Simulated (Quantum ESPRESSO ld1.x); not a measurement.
The numbers below are computed, except where a source is named.
Question: All-electron atom: Sb9+ in [Kr] 4d6 (the NIST ground configuration). Code: ld1.x of Quantum ESPRESSO 7.5. Model: Dirac Kohn-Sham, LDA (Slater exchange, Perdew-Zunger correlation), spin-unpolarised, spherical densities, point nucleus; open shells are shared between the two j in proportion to 2j + 1. Some entries of the table are withheld. Estimate them.

orbital  occ.  eigenvalue (eV)  <1/r> (bohr^-1)  <r^2> (bohr^2)
1s1/2       2         -30413.4            54.28        0.001096
2s1/2       2         -4766.23            12.61         0.01769
2p1/2       2              (1)            12.60             (2)
2p3/2       4              (3)            11.70             (4)
3s1/2       2         -1061.82            4.476          0.1249
3p1/2       2         -941.442            4.390          0.1195
3p3/2       4         -894.869            4.167          0.1278
3d3/2       4         -681.825            4.021          0.1086
3d5/2       6         -672.111            3.963          0.1111
4s1/2       2         -298.491            1.830          0.6652
4p1/2       2         -256.437            1.733          0.7226
4p3/2       4         -246.874            1.665          0.7666
4d3/2     2.4         -178.105              (5)          0.9376
4d5/2     3.6         -176.491              (6)          0.9537

Answer: 
(1) 2p1/2 eigenvalue (eV): -4471.92
(2) 2p1/2 <r^2> (bohr^2): 0.01312
(3) 2p3/2 eigenvalue (eV): -4220.43
(4) 2p3/2 <r^2> (bohr^2): 0.01442
(5) 4d3/2 <1/r> (bohr^-1): 1.463
(6) 4d5/2 <1/r> (bohr^-1): 1.447
